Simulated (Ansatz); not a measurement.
Total energies of the cluster Li₄F₄ (the lowest singlet isomer of a short search) from Ansatz at PBE0-D4/def2-TZVP, gas phase (1 Eh = 27.2114 eV = 2625.5 kJ/mol). The reference geometry is relaxed at PBE-D4/def2-SVP.

Cartesian coordinates in Å:
```
Li 1.6290 1.3968 0.0092
Li 0.7460 -0.8823 1.8112
Li -0.7436 0.8795 -1.8135
Li -1.6313 -1.3938 -0.0067
F 1.7615 0.3837 1.3514
F -0.6565 -1.6911 1.3374
F -1.7642 -0.3808 -1.3490
F 0.6591 1.6879 -1.3399
```

```csv
state,geometry,energy (Eh)
charge 0 singlet,reference,-429.66826
charge 1 doublet,reference,-429.24713
free Li atom (doublet),–,-7.46705
free F atom (doublet),–,-99.67617
```

**Question.** Work out the vertical ionisation energy to the doublet.

**Answer.** E(charge 1 doublet) − E(charge 0 singlet) = -429.24713 − (-429.66826) = 0.42113 Eh = 11.46 eV. For comparison, −ε of the highest occupied level is 9.42 eV at this level, 2.04 eV less.

**Question.** What is the binding energy per atom against free atoms?

**Answer.** Atoms: 4 × (-7.46705) + 4 × (-99.67617) = -428.57288 Eh. Binding: -428.57288 − (-429.66826) = 1.09538 Eh = 29.81 eV, or 3.73 eV for each of 8 atoms (no zero-point energy, no counterpoise term).

The structure comes from a short search, and lower isomers may exist.
